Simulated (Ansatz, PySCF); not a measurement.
Reaction R1 → P1 + P2, each structure at its B3LYP-D3(BJ)/def2-TZVP stationary point, reached from a drawn start (curvature not checked).
R1, GaH3 (SMILES [GaH3]) (charge 0, multiplicity 1, Z-matrix in Å and degrees):
```
Ga
H 1 1.5698
H 1 1.5698 2 120.00
H 1 1.5698 2 120.00 3 -179.98
```
P1, GaH (SMILES [GaH]) (charge 0, multiplicity 1):
```xyz
2

Ga    -0.0099    -0.0198    -0.8442
H      0.0099     0.0198     0.8442
```
P2: H2 (SMILES [H][H]), charge 0, multiplicity 1.

P less R. No zero-point or thermal terms; no spin–orbit coupling.

Correlated levels freeze the cores. In cc and def2 sets filled d and f shells under p-block atoms count as core.

Run with Ansatz (Gaussian basis) for Hartree–Fock, density functionals and correlated methods; PySCF for the D3/D4 terms. No computed number here is a measurement.

**Question.** One of these levels gives 16.71 kcal/mol for the reaction energy. Name it.
(A) MP2/cc-pVQZ
(B) PBE/def2-TZVPP
(C) B3LYP-D4/def2-TZVPP

**Answer.** C, B3LYP-D4/def2-TZVPP. The others give 18.63 (PBE/def2-TZVPP), 20.76 (MP2/cc-pVQZ)

Ansatz is a quantum-chemistry and plane-wave program.
